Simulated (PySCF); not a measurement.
## Si3H9N

Si3H9N is a small molecule, neutral, singlet. The structure, one conformer, was relaxed in the gas phase by PBE0-D3(BJ)/def2-SVP. No frequency run checks that it is a minimum.

SMILES: [SiH3]N[SiH2][SiH3]

```xyz
13

Si    0.262   -1.173    0.721
Si   -0.736    0.622    1.857
N     0.395   -0.852   -0.990
Si    0.239    0.644   -1.862
H    -0.557   -2.407    0.949
H     1.596   -1.439    1.359
H     0.106    1.856    1.795
H    -2.092    0.930    1.309
H    -0.878    0.216    3.291
H     0.705   -1.648   -1.544
H    -0.478    1.602   -0.969
H    -0.548    0.441   -3.117
H     1.552    1.252   -2.251
```
Atom numbers follow the order of the file, from 1.

Shieldings: GIAO PBE0/pcSseg-2. Shifts are against computed references at the same level: H TMS (σ 31.24 ppm), Si TMS (σ 341.3 ppm). Core levels by delta-SCF with SCAN, pcX-2 on the ionised atom and pcseg-1 elsewhere, spin-free X2C (2p3/2 is the spin-free 2p value less a third of a first-order spin-orbit splitting); from the vacuum level, for chosen atoms.

**Question.** Give the shieldings and core levels atom by atom.

**Answer.** 
```
      atoms         bonded to  σ (ppm)  δ (ppm)  core level (eV)
        Si1  1 N + 1 Si + 2 H    385.7    -44.4     2p3/2 106.71
        Si2        1 Si + 3 H    451.1   -109.8     2p3/2 106.48
         N3        2 Si + 1 H    263.4        -        1s 404.26
        Si4         1 N + 3 H    391.8    -50.5     2p3/2 107.10
         H5              1 Si    26.14     5.10                -
         H6              1 Si    26.11     5.14                -
   H7 H8 H9              1 Si    27.58     3.66                -
        H10               1 N    31.75    -0.51                -
H11 H12 H13              1 Si    26.47     4.77                -
```

Values are those of this one static structure, with the three H of a rotating XH3 group averaged; atoms that internal rotation interchanges would show their mean in an NMR spectrum.

**Question.** Which of Si1, Si2, Si4 holds its core electrons tightest, and by how much against the loosest?

**Answer.** Si4 (bonded to 1 N + 3 H), by 0.62 eV over Si2 (bonded to 1 Si + 3 H).

**Question.** By CAM-B3LYP/def2-SVPD (TDDFT singlets, Tamm-Dancoff triplets, ionisation by delta-SCF), where does absorption start, and what does vertical ionisation take?

**Answer.** The lowest singlet lies at 6.00 eV (f 0.002), the strongest of the first 6 at 7.43 eV (f 0.045), the lowest triplet at 5.66 eV; vertical ionisation takes 9.52 eV.
